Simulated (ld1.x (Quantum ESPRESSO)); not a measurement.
Ti (Z = 22) TM semilocal: all-electron and pseudo phase curves

titanium (Ti), norm-conserving Troullier–Martins (semilocal form), made with ld1.x (Quantum ESPRESSO) 7.5 (PBE, scalar-relativistic). Core [Ne], reference 3s2 3p6 3d3 4s1 4p0. Waves: 3s (bound): rc 1.35 bohr; 3p (bound): rc 1.20 bohr; 3d (bound): rc 1.55 bohr. Local part: the d channel. Core correction: a·sin(br)/r model core inside 1.08 bohr.

Occupied shells without a wave of their own: 4s. They enter only through the test configuration that unscreens the potential, and ld1.x also counts them in the model core charge.

The phase is arctan(r·u′/u) with u = r·R(r), unwrapped; energies in Ry, scanned from -6 to 5 Ry. A pole is an energy at which the radial function vanishes at the test radius. The pseudo phase is shifted by a multiple of π to meet the all-electron one at the reference energy, and phase errors are pseudo minus all-electron; the curves can meet again beyond the range given. Levels narrower than the energy grid can be missing from the lists of poles.

```tsv
channel	radius (bohr)	reference energy (Ry)	poles, all-electron	poles, pseudo	unbroken range about the reference energy with phases within 0.05 rad	phase error 1 Ry above the reference energy (rad)
s	1.70	-4.36	-3.55	-3.56	below 0.5	-0.003
p	1.70	-2.62	-1.56	-1.56	below 3.9	-0.000
d	1.70	-0.14	1.43	1.50	below 3.7	+0.008
```

ld1.x takes every shell without a wave as core, so the model core holds the 4s electrons as well and exchange and correlation see them twice. This cancels in the reference configuration, but the file is broken for other ones, and its errors say nothing about a proper core correction.

Phases in the s channel:

| E (Ry) | all-electron | pseudo |
| --- | --- | --- |
| -6.00 | 1.093 | 1.088 |
| -5.74 | 1.013 | 1.007 |
| -5.48 | 0.879 | 0.872 |
| -5.22 | 0.621 | 0.611 |
| -4.96 | 0.071 | 0.060 |
| -4.70 | -0.690 | -0.694 |
| -4.44 | -1.144 | -1.144 |
| -4.18 | -1.358 | -1.358 |
| -3.92 | -1.474 | -1.475 |
| -3.66 | -1.547 | -1.549 |
| -3.40 | -1.597 | -1.600 |
| -3.14 | -1.635 | -1.639 |
| -2.88 | -1.666 | -1.670 |
| -2.62 | -1.691 | -1.696 |
| -2.36 | -1.713 | -1.719 |
| -2.10 | -1.733 | -1.741 |
| -1.84 | -1.752 | -1.761 |
| -1.58 | -1.769 | -1.780 |
| -1.32 | -1.787 | -1.800 |
| -1.06 | -1.804 | -1.819 |
| -0.80 | -1.822 | -1.840 |
| -0.54 | -1.840 | -1.862 |
| -0.28 | -1.860 | -1.886 |
| -0.02 | -1.881 | -1.913 |
| 0.24 | -1.903 | -1.943 |
| 0.50 | -1.928 | -1.977 |
| 0.76 | -1.956 | -2.017 |
| 1.02 | -1.988 | -2.064 |
| 1.28 | -2.024 | -2.123 |
| 1.54 | -2.066 | -2.195 |
| 1.80 | -2.116 | -2.287 |
| 2.06 | -2.175 | -2.406 |
| 2.32 | -2.248 | -2.563 |
| 2.58 | -2.339 | -2.768 |
| 2.84 | -2.452 | -3.022 |
| 3.10 | -2.594 | -3.304 |
| 3.36 | -2.770 | -3.576 |
| 3.62 | -2.980 | -3.805 |
| 3.88 | -3.211 | -3.984 |
| 4.14 | -3.443 | -4.120 |
| 4.40 | -3.653 | -4.223 |
| 4.66 | -3.830 | -4.303 |
| 4.92 | -3.972 | -4.367 |
